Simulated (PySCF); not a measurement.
What happened in this job?

A core-ionisation job on C7H10Ge, SMILES `C=[C](C)[GeH]1[CH]=CC=[CH]1`. Method: delta-SCF UKS SCAN, pcX-2 on the ionised atom, pcseg-1 elsewhere, spin-free X2C in PySCF.

Driver input (Å, PBE0-D3(BJ)/def2-SVP geometry):

```
{"job": {"kind": "xps"}, "charge": 0, "multiplicity": 1}
C     -1.6339     1.5671    -0.2067
C     -1.4908     0.2364    -0.2187
C     -2.5238    -0.7023     0.3293
Ge     0.1356    -0.5477    -0.9569
C      1.4462     0.7301    -1.6113
C      2.5542     0.5856    -0.8576
C      2.5367    -0.4295     0.2199
C      1.4153    -1.1582     0.3827
H     -0.8671     2.2378    -0.6054
H     -2.5320     2.0393     0.2120
H     -3.3987    -0.1606     0.7221
H     -2.1096    -1.3168     1.1465
H     -2.8749    -1.4070    -0.4432
H     -0.2392    -1.6524    -1.9685
H      1.3775     1.4511    -2.4280
H      3.4598     1.1839    -1.0111
H      3.4268    -0.5546     0.8472
H      1.3158    -1.9241     1.1544
```

Output:

```
ground state, core basis on atom 0 (C), 206 functions
  cycle   1  E = -2366.46925956  |g| = 6.01e-01
  cycle   2  E = -2366.39071101  |g| = 7.87e-01
  cycle   3  E = -2366.57004209  |g| = 5.93e-02
  cycle   4  E = -2366.57078548  |g| = 3.99e-02
  cycle   5  E = -2366.57113406  |g| = 1.90e-02
  cycle   6  E = -2366.57123966  |g| = 4.31e-03
  cycle   7  E = -2366.57124717  |g| = 1.68e-03
  cycle   8  E = -2366.57123973  |g| = 9.03e-04
  cycle   9  E = -2366.57123915  |g| = 2.08e-04
  E(ground) = -2366.71865010 Eh
hole in C 1s of atom 0
  cycle   1  E = -2355.32843765  |g| = 1.51e+00
  cycle   2  E = -2353.35899145  |g| = 2.16e+00
  cycle   3  E = -2355.25886695  |g| = 9.82e-01
  cycle   4  E = -2355.82906552  |g| = 4.28e-01
  cycle   5  E = -2355.89530651  |g| = 2.24e-01
  cycle   6  E = -2355.91445067  |g| = 1.08e-01
  cycle   7  E = -2355.92053074  |g| = 2.59e-02
  cycle   8  E = -2355.92088372  |g| = 1.04e-02
  cycle   9  E = -2355.92096128  |g| = 3.91e-03
  cycle  10  E = -2355.92097185  |g| = 2.99e-03
  cycle  11  E = -2355.92098063  |g| = 2.30e-03
  cycle  12  E = -2355.92098223  |g| = 1.12e-03
  cycle  13  E = -2355.92098371  |g| = 3.11e-04
  E(ion) = -2356.06745867 Eh   <S^2> = 0.7853   hole on atom = 1.000   binding energy = 289.834 eV
ground state, core basis on atom 1 (C), 206 functions
  cycle   1  E = -2366.57303995  |g| = 6.20e-02
  cycle   2  E = -2366.57231363  |g| = 5.91e-02
  cycle   3  E = -2366.57275156  |g| = 4.29e-02
  cycle   4  E = -2366.57323175  |g| = 9.79e-03
  cycle   5  E = -2366.57326292  |g| = 2.49e-03
  cycle   6  E = -2366.57326145  |g| = 5.54e-04
  cycle   7  E = -2366.57326114  |g| = 2.13e-04
  E(ground) = -2366.72052133 Eh
hole in C 1s of atom 1
  cycle   1  E = -2355.31406174  |g| = 1.52e+00
  cycle   2  E = -2352.63524818  |g| = 2.46e+00
  cycle   3  E = -2355.49922993  |g| = 7.77e-01
  cycle   4  E = -2355.84013383  |g| = 3.77e-01
  cycle   5  E = -2355.88469719  |g| = 2.39e-01
  cycle   6  E = -2355.90918593  |g| = 9.36e-02
  cycle   7  E = -2355.91388502  |g| = 2.84e-02
  cycle   8  E = -2355.91435732  |g| = 1.58e-02
  cycle   9  E = -2355.91460405  |g| = 7.75e-03
  cycle  10  E = -2355.91469864  |g| = 8.12e-03
  cycle  11  E = -2355.91479296  |g| = 4.54e-03
  cycle  12  E = -2355.91487373  |g| = 3.11e-03
  cycle  13  E = -2355.91490504  |g| = 1.08e-03
  cycle  14  E = -2355.91490717  |g| = 4.69e-04
  E(ion) = -2356.06112711 Eh   <S^2> = 0.8517   hole on atom = 1.000   binding energy = 290.057 eV
ground state, core basis on atom 2 (C), 206 functions
  cycle   1  E = -2366.56960388  |g| = 5.77e-02
  cycle   2  E = -2366.56946141  |g| = 2.87e-02
  cycle   3  E = -2366.56931219  |g| = 3.66e-02
  cycle   4  E = -2366.56965867  |g| = 8.87e-03
  cycle   5  E = -2366.56967798  |g| = 1.06e-03
  cycle   6  E = -2366.56967910  |g| = 1.74e-04
  E(ground) = -2366.71677162 Eh
hole in C 1s of atom 2
  cycle   1  E = -2355.32155520  |g| = 1.50e+00
  cycle   2  E = -2352.57297076  |g| = 2.40e+00
  cycle   3  E = -2355.52098031  |g| = 7.44e-01
  cycle   4  E = -2355.74777416  |g| = 4.99e-01
  cycle   5  E = -2355.85970404  |g| = 2.16e-01
  cycle   6  E = -2355.88172924  |g| = 9.79e-02
  cycle   7  E = -2355.88654804  |g| = 3.49e-02
  cycle   8  E = -2355.88717595  |g| = 1.31e-02
  cycle   9  E = -2355.88727199  |g| = 5.14e-03
  cycle  10  E = -2355.88728693  |g| = 2.57e-03
  cycle  11  E = -2355.88729073  |g| = 1.74e-03
  cycle  12  E = -2355.88729650  |g| = 9.08e-04
  cycle  13  E = -2355.88729648  |g| = 7.22e-04
  cycle  14  E = -2355.88730024  |g| = 5.74e-04
  cycle  15  E = -2355.88730253  |g| = 4.14e-04
  E(ion) = -2356.03334505 Eh   <S^2> = 0.7689   hole on atom = 1.000   binding energy = 290.711 eV
ground state, core basis on atom 4 (C), 206 functions
  cycle   1  E = -2366.57255100  |g| = 5.85e-02
  cycle   2  E = -2366.57222184  |g| = 4.01e-02
  cycle   3  E = -2366.57200480  |g| = 4.80e-02
  cycle   4  E = -2366.57264556  |g| = 8.17e-03
  cycle   5  E = -2366.57266584  |g| = 1.85e-03
  cycle   6  E = -2366.57266529  |g| = 4.46e-04
  E(ground) = -2366.71998942 Eh
hole in C 1s of atom 4
  cycle   1  E = -2355.32994014  |g| = 1.52e+00
  cycle   2  E = -2353.31715480  |g| = 2.25e+00
  cycle   3  E = -2355.60742200  |g| = 7.07e-01
  cycle   4  E = -2355.81486276  |g| = 4.72e-01
  cycle   5  E = -2355.91452398  |g| = 2.02e-01
  cycle   6  E = -2355.93184473  |g| = 9.59e-02
  cycle   7  E = -2355.93676315  |g| = 2.63e-02
  cycle   8  E = -2355.93720413  |g| = 1.11e-02
  cycle   9  E = -2355.93734577  |g| = 5.26e-03
  cycle  10  E = -2355.93742480  |g| = 4.65e-03
  cycle  11  E = -2355.93749378  |g| = 4.81e-03
  cycle  12  E = -2355.93756902  |g| = 3.06e-03
  cycle  13  E = -2355.93762502  |g| = 2.06e-03
  cycle  14  E = -2355.93763383  |g| = 8.75e-04
  cycle  15  E = -2355.93763376  |g| = 4.47e-04
  E(ion) = -2356.08381088 Eh   <S^2> = 0.8362   hole on atom = 1.000   binding energy = 289.425 eV
ground state, core basis on atom 5 (C), 206 functions
  cycle   1  E = -2366.57217323  |g| = 6.07e-02
  cycle   2  E = -2366.57145585  |g| = 5.68e-02
  cycle   3  E = -2366.57169787  |g| = 4.71e-02
  cycle   4  E = -2366.57232529  |g| = 8.79e-03
  cycle   5  E = -2366.57234596  |g| = 1.83e-03
  cycle   6  E = -2366.57234684  |g| = 5.65e-04
  cycle   7  E = -2366.57234643  |g| = 1.15e-04
  E(ground) = -2366.71963147 Eh
hole in C 1s of atom 5
  cycle   1  E = -2355.31407893  |g| = 1.51e+00
  cycle   2  E = -2352.93969481  |g| = 2.34e+00
  cycle   3  E = -2355.41642794  |g| = 8.46e-01
  cycle   4  E = -2355.75548486  |g| = 5.15e-01
  cycle   5  E = -2355.85839628  |g| = 2.74e-01
  cycle   6  E = -2355.90034047  |g| = 8.26e-02
  cycle   7  E = -2355.90425480  |g| = 1.94e-02
  cycle   8  E = -2355.90458705  |g| = 1.61e-02
  cycle   9  E = -2355.90486815  |g| = 1.00e-02
  cycle  10  E = -2355.90509524  |g| = 8.54e-03
  cycle  11  E = -2355.90538786  |g| = 7.56e-03
  cycle  12  E = -2355.90574409  |g| = 7.24e-03
  cycle  13  E = -2355.90581541  |g| = 3.41e-03
  cycle  14  E = -2355.90583467  |g| = 2.44e-03
  cycle  15  E = -2355.90585534  |g| = 1.15e-03
  cycle  16  E = -2355.90585717  |g| = 5.45e-04
  cycle  17  E = -2355.90585585  |g| = 4.79e-04
  E(ion) = -2356.05175397 Eh   <S^2> = 0.9163   hole on atom = 1.000   binding energy = 290.288 eV
```

The program numbers atoms from 0. E(ground) and E(ion) are re-evaluated on a finer grid than the cycles, so they differ from the last cycles; that is no fault.

Task: Do all binding energies of this run deserve the same trust?

Result: No. Every hole passed the driver's convergence checks (|g| < 5e-4, core orbital emptied to over 0.9), but ⟨S²⟩ is 0.916 for C1s on atom 5 and 0.852 for C1s on atom 1, against 0.75 for a pure doublet, so the unrestricted ion state holds higher spin components.

Task: How can it be mended?

Result: Recompute such holes with a restricted open-shell or spin-projected scheme and compare; until then these binding energies are doubtful.
